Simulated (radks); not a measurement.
The caesium ion Cs2+ inside a hard spherical wall (all orbitals vanish at R), configuration held at [Kr] 4d10 5s2 5p5 and not refilled when levels cross. Method: scalar-relativistic Kohn-Sham, PBE, spin-polarised, spherical densities, point nucleus; open shells are filled with parallel spins first (spin-orbit coupling, left out, can overturn this in heavy ions); computed with a radial shooting solver on a logarithmic mesh with Libxc functionals. Eigenvalues in eV for spin up, with the zero of energy where the potential of the charges vanishes at infinity; a dash marks a level that is unbound or too diffuse for the functional's potential to be trusted. A positive occupied level is held by the wall or, in an anion where self-interaction has pushed it up, behind a barrier. The pressure on the wall is -dE/dV.

R (bohr) = free: E (hartree) -7785.9265; kinetic (hartree) 8203.701; e(4p) -177.82; e(4d) -91.227; e(5s) -42.988; e(5p) -29.142; e(5d, empty) -12.572; e(6s, empty) -12.031; pressure (GPa) 0
R (bohr) = 15: E (hartree) -7785.9265; kinetic (hartree) 8203.701; e(4p) -177.82; e(4d) -91.227; e(5s) -42.988; e(5p) -29.142; e(5d, empty) -12.572; e(6s, empty) -12.031; pressure (GPa) < 0.0001
R (bohr) = 12: E (hartree) -7785.9265; kinetic (hartree) 8203.701; e(4p) -177.82; e(4d) -91.227; e(5s) -42.988; e(5p) -29.142; e(5d, empty) -12.572; e(6s, empty) -12.030; pressure (GPa) < 0.0001
R (bohr) = 10: E (hartree) -7785.9265; kinetic (hartree) 8203.701; e(4p) -177.82; e(4d) -91.227; e(5s) -42.988; e(5p) -29.142; e(5d, empty) -12.571; e(6s, empty) -12.021; pressure (GPa) < 0.0001
R (bohr) = 8: E (hartree) -7785.9265; kinetic (hartree) 8203.701; e(4p) -177.82; e(4d) -91.226; e(5s) -42.988; e(5p) -29.142; e(5d, empty) -12.551; e(6s, empty) -11.897; pressure (GPa) 0.000835
R (bohr) = 7: E (hartree) -7785.9264; kinetic (hartree) 8203.703; e(4p) -177.81; e(4d) -91.221; e(5s) -42.984; e(5p) -29.137; e(5d, empty) -12.486; e(6s, empty) -11.572; pressure (GPa) 0.0135
R (bohr) = 4: E (hartree) -7785.7890; kinetic (hartree) 8204.788; e(4p) -175.56; e(4d) -89.020; e(5s) -41.293; e(5p) -27.149; e(5d, empty) -7.592; e(6s, empty) 3.315; pressure (GPa) 44.7
R (bohr) = 2: E (hartree) -7773.1836; kinetic (hartree) 8256.253; e(4p) -134.13; e(4d) -48.875; e(5s) 17.263; e(5p) 44.001; e(5d, empty) 89.573; e(6s, empty) 226.29; pressure (GPa) 18900
R (bohr) = 1.5: E (hartree) -7735.2979; kinetic (hartree) 8385.002; e(4p) -76.596; e(4d) 12.211; e(5s) 158.00; e(5p) 200.25; e(5d, empty) 263.61; e(6s, empty) 587.52; pressure (GPa) 159000
